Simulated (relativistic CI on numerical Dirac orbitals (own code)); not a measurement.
## What each ingredient does to the levels of Pd⁵⁺

Base calculation: Dirac-Coulomb-Breit CI, KLI orbitals optimised for each configuration, model QED, valence Slater integrals scaled by 0.85, P86 correlation energy added to each configuration.

Configurations in the expansion (outside the closed core [Ar] 3d10): 4s2 4p6 4d5, 4s2 4p6 4d4 5s, 4s2 4p6 4d4 4f, 4s2 4p6 4d4 5p, 4s2 4p5 4d6, 4s2 4p6 4d4 5d, 4s2 4p6 4d4 6s, 4s2 4p6 4d4 6p, 4s2 4p6 4d3 5s 5p, 4s 4p6 4d6, 4s2 4p6 4d4 5f, 4s2 4p6 4d4 6d, 4s2 4p6 4d4 7s, 4s2 4p5 4d5 4f, 4s2 4p6 4d4 7p, 4s2 4p6 4d4 6f, 4s2 4p6 4d4 7d, 4s2 4p6 4d4 7f, 4s2 4p6 4d3 4f 5s, 4s2 4p5 4d5 5s, 4s2 4p6 4d3 5p 5d, 4s 4p6 4d5 4f, 4s2 4p6 4d3 5s2, 4s2 4p6 4d2 4f 5s2, 4s2 4p6 4d2 5s2 5p, 4s2 4p6 4d2 5s2 5d, 4s2 4p6 4d2 5s2 6s, 4p6 4d7, 4p5 4d8. Double excitations out of closed p, d and f shells are left out; levels of such configurations are missing from the list, as are those of other unlisted configurations, and high levels can miss mixing partners. These lack a partner that the ground configuration has and come out too high: 4s2 4p5 4d5 4f, 4s2 4p5 4d5 5s.

Variants: (1) no correlation estimate; (2) Slater integrals left unscaled; (3) configuration mixing switched off; (4) Breit term removed. Shifts of the energy above 4s2 4p6 4d5 6S_5/2, in cm⁻¹, for the lowest level and the first level of each name with at least 55 % of one term (blank where a level changes its place among those of its configuration and J or its character, or is not in the variant):

| Level | Base | Δ(1) | Δ(2) | Δ(3) | Δ(4) |
| --- | --- | --- | --- | --- | --- |
| 4s2 4p6 4d5 6S_5/2 | 0.0 | 0.0 | 0.0 | 0.0 | 0.0 |
| 4s2 4p6 4d5 4G_5/2 | 26721.4 | +1.1 | +4835.4 | +561.4 | -47.5 |
| 4s2 4p6 4d5 4G_7/2 | 27271.2 | +0.8 | +4737.8 | +606.3 | +22.9 |
| 4s2 4p6 4d5 4G_11/2 | 27410.8 | +0.8 | +4720.8 | +626.2 | +86.2 |
| 4s2 4p6 4d5 4G_9/2 | 27583.8 | +0.7 | +4691.4 | +623.2 | +72.1 |
| 4s2 4p6 4d5 4P_1/2 | 32497.0 | +4.7 | +5825.3 | -262.4 | -20.3 |
| 4s2 4p6 4d5 4D_7/2 | 33789.2 | +0.5 | +5815.8 | +529.5 | +38.4 |
| 4s2 4p6 4d5 4D_1/2 | 35593.1 | +3.0 | +5807.1 | +187.6 | +98.3 |
| 4s2 4p6 4d5 2I_11/2 | 38700.4 | +1.5 | +6797.9 | +981.9 | +56.3 |
| 4s2 4p6 4d5 2I_13/2 | 39681.6 | +1.3 | +6691.3 | +1055.3 | +164.9 |
| 4s2 4p6 4d5 2D_3/2 | 44867.3 | +6.2 | +7992.5 | -224.6 | -1.6 |
| 4s2 4p6 4d5 4F_5/2 | 47251.8 | +4.7 | +8204.8 | -137.2 | +62.3 |
| 4s2 4p6 4d5 4F_3/2 | 49378.2 | +5.2 | +8088.9 | -122.5 | +163.0 |
| 4s2 4p6 4d5 2G_7/2 | 50700.2 | +2.7 | +8388.9 | +824.8 | +147.1 |

At this charge configurations can still be misplaced by up to about 7 % of their energy.

Ionisation energy from the two ground configurations alone: base 84.51 eV; no correlation estimate 83.08 eV; Slater integrals left unscaled 84.92 eV; Breit term removed 84.48 eV. The NIST ASD value (theoretical) is 84.1 eV.

LS names give the leading component of a level, which can be under half, so a name can repeat, a term be missing and a line seem to break the LS rules.
